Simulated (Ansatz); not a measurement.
Abridged output of a molecular run in Ansatz:

```
Functional definition: HF
3095 factors; integrals over basis functions are off by at most 1.5e-3 eV
mean field evaluation 1: about -59128.7051 eV, gradient 9.4e1 eV
mean field evaluation 2: about -59128.7153 eV, gradient 9.4e1 eV
mean field evaluation 4: about -59144.0292 eV, gradient 5.2e0 eV
mean field evaluation 8: about -59144.1061 eV, gradient 8.9e-2 eV
mean field evaluation 16: about -59144.0889 eV, gradient 9.7e-1 eV
mean field -59144.10615433 eV, -2173.5058118568 hartree, gradient 2.6e-6 eV, S^2 0.000000; 0 other end points of the search recorded, 0 dependent functions left out
34 core orbitals not correlated: weight in the atoms' cores, before any rotation towards them, 1.000 or more for the frozen orbitals, at most 0.000 for the correlated occupied ones
reference -59144.10615433 eV, -2173.5058118568 hartree; 55, 55 occupied and 239, 239 virtual orbitals, 3095 factors
second order -78.45225572 eV of doubles, -0.00000000 eV of singles
cycle   1  -78.47846418 eV  change   -2.6e-2 eV  update   1.8e-1
cycle   2  -80.07352986 eV  change    -1.6e0 eV  update   4.8e-2
cycle   3  -80.48651103 eV  change   -4.1e-1 eV  update   2.4e-2
cycle   4  -80.45863633 eV  change    2.8e-2 eV  update   4.1e-3
cycle   5  -80.45452893 eV  change    4.1e-3 eV  update   1.7e-3
cycle   6  -80.45589675 eV  change   -1.4e-3 eV  update   4.6e-4
cycle   7  -80.45562666 eV  change    2.7e-4 eV  update   1.5e-4
cycle   8  -80.45542468 eV  change    2.0e-4 eV  update   4.3e-5
cycle   9  -80.45539833 eV  change    2.6e-5 eV  update   1.4e-5
perturbative correction -1.78405336 eV, -0.0655627518 hartree
Total energy: -59226.34560602 eV, -2176.5280559625 hartree
```

Its atoms:

Z-matrix (Å, degrees):
```
C
O 1 1.410
H 1 1.095 2 111.2
H 1 1.091 2 108.1 3 119.1
H 1 1.095 2 111.3 3 -121.6
Si 2 1.612 1 124.2 3 63.7
O 6 1.622 2 110.0 1 54.9
O 6 1.613 2 107.6 1 176.1
O 6 1.635 2 110.0 1 -63.9
Si 7 1.628 6 144.0 2 177.6
Si 8 1.637 6 141.6 2 169.6
Si 9 1.627 6 138.2 2 -158.4
O 10 1.649 7 108.6 6 -61.6
O 10 1.622 7 110.1 6 -177.5
O 10 1.612 7 111.1 6 58.9
O 11 1.641 8 108.4 6 26.9
O 11 1.620 8 109.8 6 145.2
O 11 1.615 8 110.5 6 -92.3
O 12 1.619 9 109.5 6 -160.6
O 12 1.628 9 110.1 6 -37.9
O 12 1.641 9 110.5 6 80.2
H 13 0.959 10 117.2 7 -84.2
H 14 0.957 10 118.8 7 -69.2
H 15 0.973 10 118.1 7 -52.2
H 16 0.976 11 116.0 8 57.5
H 17 0.958 11 118.1 8 62.9
H 18 0.968 11 117.1 8 54.6
H 19 0.958 12 118.3 9 37.2
H 20 0.981 12 116.9 9 69.7
H 21 0.959 12 116.9 9 78.0
```

Task: Which basis set was used?
A. cc-pV(T+d)Z
B. def2-TZVPPD
C. def2-SVP
D. def2-TZVPP

Result: C. It gives 328 functions.

Task: Write the keys of the input that set method, charge and spin (a neutral closed shell needs none for the last two).

Result: 
```yaml
correlation: {method: ccsd_t}
```
